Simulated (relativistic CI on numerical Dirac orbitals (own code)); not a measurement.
# Radial parameters of Hg XLIV

Method of calculation: Dirac-Coulomb-Breit CI, orbitals from a KLI potential per configuration, model QED, unscaled Slater integrals (own radial code, finite nucleus).

Slater integrals F^k, G^k are unscaled and averaged over j, outside the closed core [Ar] 3d10; ζ comes from projecting the Hamiltonian with its Breit term on Σ l·s of the shell.

- 4s²4p⁶4d: ζ(4d) = 93951 cm⁻¹; <r>(4d) = 0.371, <r^2>(4d) = 0.1574 (bohr units).
- 4s²4p⁶4f: ζ(4f) = 17639 cm⁻¹; <r>(4f) = 0.3432, <r^2>(4f) = 0.1329 (bohr units).
- 4s²4p⁵4d²: ζ(4p) = 747330, F^2(4d,4d) = 269470, F^4(4d,4d) = 183750, F^2(4p,4d) = 269250, G^1(4p,4d) = 332110, G^3(4p,4d) = 213340, ζ(4d) = 93607 cm⁻¹; <r>(4p) = 0.3723, <r^2>(4p) = 0.157, <r>(4d) = 0.3711, <r^2>(4d) = 0.1575 (bohr units).

Question: Give the Racah parameters of the d shell in 4s²4p⁵4d².

Answer: B = F²/49 − 5F⁴/441 = 3416 cm⁻¹ and C = 35F⁴/441 = 14583 cm⁻¹.

Averages of the first 10 configurations, taken without configuration mixing, which lowers the lowest level and can move excited configurations by several eV; other configurations of the list can lie among them:

```json
{"Configuration": "4s²4p⁶4d", "Parity": "even", "States": "10", "Average energy above the lowest level (eV)": "19.7"}
{"Configuration": "4s²4p⁶4f", "Parity": "odd", "States": "14", "Average energy above the lowest level (eV)": "254.6"}
{"Configuration": "4s²4p⁵4d²", "Parity": "odd", "States": "270", "Average energy above the lowest level (eV)": "266.9"}
{"Configuration": "4s4p⁶4d²", "Parity": "even", "States": "90", "Average energy above the lowest level (eV)": "489.9"}
{"Configuration": "4s²4p⁵4d4f", "Parity": "even", "States": "840", "Average energy above the lowest level (eV)": "499.1"}
{"Configuration": "4s4p⁶4d4f", "Parity": "odd", "States": "280", "Average energy above the lowest level (eV)": "722.4"}
{"Configuration": "4s²4p⁶5s", "Parity": "even", "States": "2", "Average energy above the lowest level (eV)": "653.5"}
{"Configuration": "4s²4p⁶5p", "Parity": "odd", "States": "6", "Average energy above the lowest level (eV)": "749.7"}
{"Configuration": "4p⁶4d³", "Parity": "even", "States": "120", "Average energy above the lowest level (eV)": "965.1"}
{"Configuration": "4p⁵4d⁴", "Parity": "odd", "States": "1260", "Average energy above the lowest level (eV)": "1208.6"}
```
